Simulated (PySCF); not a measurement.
C₂F₅, SMILES FC([C](F)F)(F)F (connectivity only; charge and spin as stated), charge +1, multiplicity 1. Atoms are numbered in the order given.

```xyz
7

F      1.5386     0.0242    -1.0663
C      0.8887     0.0404     0.0000
F      1.5386     0.0242     1.0663
C     -0.6965     0.0110     0.0000
F     -0.9728    -1.2917     0.0000
F     -1.1163     0.6046     1.0942
F     -1.1163     0.6046    -1.0942
```
Charge +1, spin multiplicity 1.

Geometry optimised at PBE-D3(BJ)/def2-SVP. The multiplicity is an assumed one; no other spin state was optimised. The isomer is the one that the SMILES or the coordinates give; other isomers of the formula were not compared.

The numbers are results of PySCF with PBE-D3(BJ)/def2-SVP, not measurements.

No scaling factor is applied to the harmonic values.

```json
[
 {"mode": "1", "ν (cm⁻¹)": "27", "IR (km/mol)": "0.0", "moving atoms (share of kinetic energy)": "F 100 %"},
 {"mode": "2", "ν (cm⁻¹)": "172", "IR (km/mol)": "3.9", "moving atoms (share of kinetic energy)": "F 91 %, C 9 %"},
 {"mode": "3", "ν (cm⁻¹)": "193", "IR (km/mol)": "4.3", "moving atoms (share of kinetic energy)": "F 96 %"},
 {"mode": "4", "ν (cm⁻¹)": "332", "IR (km/mol)": "0.1", "moving atoms (share of kinetic energy)": "F 92 %"},
 {"mode": "5", "ν (cm⁻¹)": "391", "IR (km/mol)": "3.3", "moving atoms (share of kinetic energy)": "F 91 %, C 9 %"},
 {"mode": "6", "ν (cm⁻¹)": "501", "IR (km/mol)": "9.0", "moving atoms (share of kinetic energy)": "F 84 %, C 16 %"},
 {"mode": "7", "ν (cm⁻¹)": "571", "IR (km/mol)": "1.3", "moving atoms (share of kinetic energy)": "F 87 %, C 13 %"},
 {"mode": "8", "ν (cm⁻¹)": "675", "IR (km/mol)": "51.0", "moving atoms (share of kinetic energy)": "F 77 %, C 23 %"},
 {"mode": "9", "ν (cm⁻¹)": "726", "IR (km/mol)": "11.1", "moving atoms (share of kinetic energy)": "C 76 %, F 24 %"},
 {"mode": "10", "ν (cm⁻¹)": "797", "IR (km/mol)": "4.1", "moving atoms (share of kinetic energy)": "F 83 %, C 17 %"},
 {"mode": "11", "ν (cm⁻¹)": "1083", "IR (km/mol)": "184.0", "moving atoms (share of kinetic energy)": "C 63 %, F 37 %"},
 {"mode": "12", "ν (cm⁻¹)": "1226", "IR (km/mol)": "266.3", "moving atoms (share of kinetic energy)": "C 71 %, F 29 %"},
 {"mode": "13", "ν (cm⁻¹)": "1310", "IR (km/mol)": "249.3", "moving atoms (share of kinetic energy)": "C 76 %, F 24 %"},
 {"mode": "14", "ν (cm⁻¹)": "1454", "IR (km/mol)": "99.3", "moving atoms (share of kinetic energy)": "C 70 %, F 30 %"},
 {"mode": "15", "ν (cm⁻¹)": "1585", "IR (km/mol)": "319.7", "moving atoms (share of kinetic energy)": "C 72 %, F 28 %"}
]
```
